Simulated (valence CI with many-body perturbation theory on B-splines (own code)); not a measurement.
**Cs50+: calculated level list**

Calculated by configuration interaction combined with many-body perturbation theory (CI+MBPT): three valence electrons over a frozen Dirac-Fock core [He], a basis of 11 s, 11 p, 10 d, 8 f, 5 g, 2 h functions for each j, with the one-electron correlation potential Σ1, the two-electron term Σ2, the three-electron term Σ3, Breit, model QED; selected CI, second order for the rest, scaled by the run's own slope (own B-spline code, finite nucleus).

The last digits are not significant, and no measured levels were compared; by estimate large intervals hold to a few tenths of a per cent, small ones and those within an open d or f shell to about a per cent.

Levels 91 to 135 of 169, with energies above the lowest level, (2s^2 2p1/2) J=1/2. "Leading %" is the weight of the configuration and term that name the level; weights of strongly mixed levels are sums over their largest components and can fall short, so below about 35 % the name and the second component can differ from the true leading terms, or belong to a minority configuration. In the jj column 3d3/2^4 stands for four electrons in 3d with j = 3/2.

| No. | Configuration | Term | J | E (eV) | Leading % | Second component | Leading jj |
| --- | --- | --- | --- | --- | --- | --- | --- |
| 91 | 2p2.3p | 2P° | 1/2 | 6299.4 | 86 | 8 % 2p2.3p 4D° | 2p1/2 2p3/2 3p3/2 (99 %) |
| 92 | 2p2.3d | 2G | 7/2 | 6305.2 | 48 | 27 % 2p2.3d 4F | 2p1/2 2p3/2 3d3/2 (95 %) |
| 93 | 2p2.3d | 2F | 5/2 | 6316.9 | 32 | 31 % 2p2.3d 2D | 2p1/2 2p3/2 3d3/2 (86 %) |
| 94 | 2p2.3d | 4D | 7/2 | 6321.3 | 47 | 35 % 2p2.3d 4F | 2p1/2 2p3/2 3d5/2 (99 %) |
| 95 | 2p2.3d | 2D | 3/2 | 6321.9 | 46 | 23 % 2p2.3d 2P | 2p1/2 2p3/2 3d3/2 (89 %) |
| 96 | 2p2.3d | 4P | 1/2 | 6329.7 | 37 | 32 % 2p2.3d 2P | 2p1/2 2p3/2 3d3/2 (99 %) |
| 97 | 2p2.3d | 4P | 3/2 | 6336.6 | 37 | 36 % 2p2.3d 2P | 2p1/2 2p3/2 3d5/2 (88 %) |
| 98 | 2p2.3d | 2G | 9/2 | 6336.8 | 62 | 38 % 2p2.3d 4F | 2p1/2 2p3/2 3d5/2 (100 %) |
| 99 | 2p2.3d | 2F | 5/2 | 6338.0 | 40 | 28 % 2p2.3d 4D | 2p1/2 2p3/2 3d5/2 (89 %) |
| 100 | 2p2.3d | 2D | 5/2 | 6352.3 | 60 | 23 % 2p2.3d 4P | 2p1/2 2p3/2 3d5/2 (95 %) |
| 101 | 2p2.3d | 2F | 7/2 | 6357.5 | 66 | 17 % 2p2.3d 2G | 2p1/2 2p3/2 3d5/2 (96 %) |
| 102 | 2p2.3d | 2D | 3/2 | 6361.3 | 59 | 29 % 2p2.3d 2P | 2p1/2 2p3/2 3d5/2 (99 %) |
| 103 | 2p2.3d | 2P | 1/2 | 6365.8 | 62 | 32 % 2p2.3d 2S | 2p1/2 2p3/2 3d5/2 (98 %) |
| 104 | 2p2.3s | 4P | 5/2 | 6492.5 | 62 | 37 % 2p2.3s 2D | 2p3/2^2 3s (99 %) |
| 105 | 2p2.3s | 2P | 3/2 | 6500.8 | 54 | 36 % 2p2.3s 2D | 2p3/2^2 3s (99 %) |
| 106 | 2p2.3s | 2S | 1/2 | 6544.7 | 70 | 19 % 2p2.3s 4P | 2p3/2^2 3s (99 %) |
| 107 | 2p2.3p | 2P° | 3/2 | 6549.5 | 26 | 25 % 2p2.3p 4P° | 2p3/2^2 3p1/2 (99 %) |
| 108 | 2p2.3p | 2D° | 5/2 | 6552.2 | 42 | 25 % 2p2.3p 2F° | 2p3/2^2 3p1/2 (99 %) |
| 109 | 2p2.3p | 2P° | 1/2 | 6599.1 | 76 | 16 % 2p2.3p 4D° | 2p3/2^2 3p1/2 (97 %) |
| 110 | 2p2.3p | 2D° | 5/2 | 6649.6 | 53 | 37 % 2p2.3p 4P° | 2p3/2^2 3p3/2 (100 %) |
| 111 | 2p2.3p | 4D° | 7/2 | 6649.8 | 62 | 38 % 2p2.3p 2F° | 2p3/2^2 3p3/2 (100 %) |
| 112 | 2p2.3p | 2P° | 1/2 | 6651.6 | 59 | 30 % 2p2.3p 2S° | 2p3/2^2 3p3/2 (98 %) |
| 113 | 2p2.3p | 2P° | 3/2 | 6686.7 | 62 | 16 % 2p2.3p 2D° | 2p3/2^2 3p3/2 (100 %) |
| 114 | 2p2.3d | 2D | 3/2 | 6702.8 | 34 | 24 % 2p2.3d 4P | 2p3/2^2 3d3/2 (99 %) |
| 115 | 2p2.3d | 4D | 5/2 | 6704.0 | 29 | 21 % 2p2.3d 2F | 2p3/2^2 3d3/2 (94 %) |
| 116 | 2p2.3d | 2F | 7/2 | 6706.4 | 39 | 29 % 2p2.3d 2G | 2p3/2^2 3d3/2 (98 %) |
| 117 | 2p2.3d | 2P | 1/2 | 6706.7 | 45 | 37 % 2p2.3d 4P | 2p3/2^2 3d3/2 (91 %) |
| 118 | 2p2.3p | 2P° | 3/2 | 6709.0 | 66 | 13 % 2p2.3p 2D° | 2p3/2^2 3p3/2 (99 %) |
| 119 | 2p2.3d | 2F | 7/2 | 6721.2 | 54 | 36 % 2p2.3d 4D | 2p3/2^2 3d5/2 (99 %) |
| 120 | 2p2.3d | 4F | 9/2 | 6722.2 | 62 | 38 % 2p2.3d 2G | 2p3/2^2 3d5/2 (100 %) |
| 121 | 2p2.3d | 2P | 1/2 | 6735.3 | 44 | 34 % 2p2.3d 2S | 2p3/2^2 3d5/2 (91 %) |
| 122 | 2p2.3d | 2P | 3/2 | 6745.4 | 44 | 26 % 2p2.3d 2D | 2p3/2^2 3d5/2 (60 %) |
| 123 | 2p2.3d | 2D | 5/2 | 6753.3 | 62 | 13 % 2p2.3d 2F | 2p3/2^2 3d5/2 (96 %) |
| 124 | 2p2.3d | 2D | 3/2 | 6763.6 | 74 | 8 % 2p2.3d 4P | 2p3/2^2 3d3/2 (61 %) |
| 125 | 2p2.3d | 2D | 5/2 | 6783.2 | 68 | 12 % 2p2.3d 2F | 2p3/2^2 3d5/2 (98 %) |
| 126 | 2s2.4s | 2S | 1/2 | 7287.1 | 98 |  | 2s^2 4s (98 %) |
| 127 | 2s2.4p | 2P° | 1/2 | 7310.7 | 98 |  | 2s^2 4p1/2 (98 %) |
| 128 | 2s2.4p | 2P° | 3/2 | 7357.7 | 97 |  | 2s^2 4p3/2 (97 %) |
| 129 | 2s2.4d | 2D | 3/2 | 7375.3 | 98 |  | 2s^2 4d3/2 (98 %) |
| 130 | 2s2.4d | 2D | 5/2 | 7389.2 | 98 |  | 2s^2 4d5/2 (98 %) |
| 131 | 2s.2p.4s | 4P° | 1/2 | 7396.8 | 77 | 22 % 2s.2p.4s 2P° | 2s 2p1/2 4s (100 %) |
| 132 | 2s2.4f | 2F° | 5/2 | 7399.2 | 98 |  | 2s^2 4f5/2 (98 %) |
| 133 | 2s2.4f | 2F° | 7/2 | 7405.7 | 98 |  | 2s^2 4f7/2 (98 %) |
| 134 | 2s.2p.4p | 4D | 1/2 | 7417.9 | 66 | 21 % 2s.2p.4p 2P | 2s 2p1/2 4p1/2 (100 %) |
| 135 | 2s.2p.4s | 4P° | 3/2 | 7419.3 | 63 | 36 % 2s.2p.4s 2P° | 2s 2p1/2 4s (98 %) |
